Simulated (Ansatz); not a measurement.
Basis sets compared for (BeS)3 ring (Be3S3). The state is a singlet with charge 0. Geometry PBE-D4/def2-SVP. Ansatz on 4 threads of Arm Neoverse V1 on a shared host; times are rough, and most runs start from earlier orbitals.

```xyz
6

Be   -0.1406   -1.1234   -0.8315
S    -1.7978   -1.2392    0.1306
Be   -1.0139    0.3276    0.9153
S     0.2190    1.7493    1.2948
Be    1.1545    0.7958   -0.0839
S     1.5788   -0.5102   -1.4254
```

Binding counts from free atoms (Be singlet, S triplet) in the same basis, without a counterpoise term.

| level | functions | energy (Eh) | HOMO (eV) | LUMO (eV) | binding per atom (eV) | wall time |
| --- | --- | --- | --- | --- | --- | --- |
| HF/STO-3G | 42 | -1223.2372 | -7.18 | 3.50 | 3.59 | 0.25 s |
| HF/6-31G | 66 | -1236.6489 | -10.54 | 0.38 | 2.42 | 0.3 s |
| PBE-D4/def2-SVP | 81 | -1238.0625 | -6.69 | -3.40 | 3.74 | 0.75 s |
| PBE0-D4/def2-SVP | 81 | -1238.1774 | -7.85 | -2.68 | 3.66 | 1.1 s |

(1) Estimate the rows for PBE-D4/def2-TZVP, PBE0-D4/def2-TZVP.

Answers

(1) 
```
            level  functions  energy (Eh)  HOMO (eV)  LUMO (eV)  binding per atom (eV)  wall time
 PBE-D4/def2-TZVP        168   -1238.5270      -6.60      -3.28                   3.75      1.6 s
PBE0-D4/def2-TZVP        168   -1238.6412      -7.73      -2.53                   3.69      2.2 s
```
